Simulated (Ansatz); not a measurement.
A made-up structure of CH₅OSn (charge +1), singlet:

| atom | x (Å) | y (Å) | z (Å) |
| --- | --- | --- | --- |
| C1 | -0.2785 | 0.8458 | -1.3854 |
| O2 | -0.7338 | 0.1887 | -0.4652 |
| Sn3 | 0.2241 | -0.7687 | 1.2522 |
| H4 | -0.9651 | 1.2321 | -2.1473 |
| H5 | 0.7952 | 1.0606 | -1.4717 |
| H6 | -1.5265 | 0.7025 | -0.2448 |
| H7 | 1.8067 | -0.2956 | 0.8909 |
| H8 | -0.2394 | -2.3446 | 0.8841 |

It is relaxed with PBE-D4/def2-SVP and then PBE0-D4/def2-TZVP (Ansatz 0.2.0). Atoms count as bonded within 1.22 times the sum of their covalent radii (H–H: 0.88 Å). The end point is not checked to be a true minimum.

Does its bonding change? (A judgement: the text doesn't fix the answer.)

Computed: Yes. Formed: C1–H7; broken: Sn3–H7.

Where it ends: The first stage lowers the energy by 4.48 eV in 40 steps. It ends as CH₅OSn ([CH3][OH][SnH]), total charge +1:
```csv
atom,x (Å),y (Å),z (Å)
C1,0.2388,0.6748,-0.9653
O2,-0.7273,0.3054,0.0631
Sn3,-0.9433,-1.5379,1.2581
H4,-0.2922,0.8680,-1.8959
H5,0.9065,-0.1750,-1.0773
H6,-1.3543,1.0258,0.2065
H7,0.7905,1.5526,-0.6332
H8,0.4640,-2.0928,0.3569
```

Labels in which every atom is bracketed show which atoms are joined, not bond orders.

For scale, one of the runs: PBE0-D4/def2-TZVP relaxation, 142 basis functions, launched by `ansatz run in.yaml --threads 2 --pin off --events-out ev --progress --plain --max-ram 4352MiB`. Hardware: 2 CPU threads of an Arm Neoverse V1, shared host. Wall time about 25 s.
